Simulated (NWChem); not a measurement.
# AgF; SMILES [F][Ag]

```xyz
2

Ag     0.0000     0.0000    -0.3192
F      0.0000     0.0000     1.6667
```
Atoms are numbered in this order, from 1.

All runs: NWChem. Structure relaxed at the PBE0-D3(BJ)/def2-TZVP level. def2 effective core potentials on Ag; no spin-orbit coupling.

Problem. Taking PBE/def2-QZVP as the yardstick, which of these has the fewest basis functions while keeping “highest occupied level (eV)” within 0.05 eV of it: PBE/def2-SVPD; PBE/def2-TZVPP; PBE/def2-TZVPD; PBE/def2-SVP; PBE/def2-TZVP?

Solution. PBE/def2-SVPD (a larger set in the list lies outside the tolerance).
```
level           basis functions  highest occupied level (eV)
--------------  ---------------  ---------------------------
PBE/def2-SVP                 45                        -6.21
PBE/def2-SVPD                57                        -6.61
PBE/def2-TZVP                71                        -6.52
PBE/def2-TZVPD               80                        -6.61
PBE/def2-TZVPP               87                        -6.54
PBE/def2-QZVP               129                        -6.62
```

The yardstick is one finite set, not the basis-set limit.
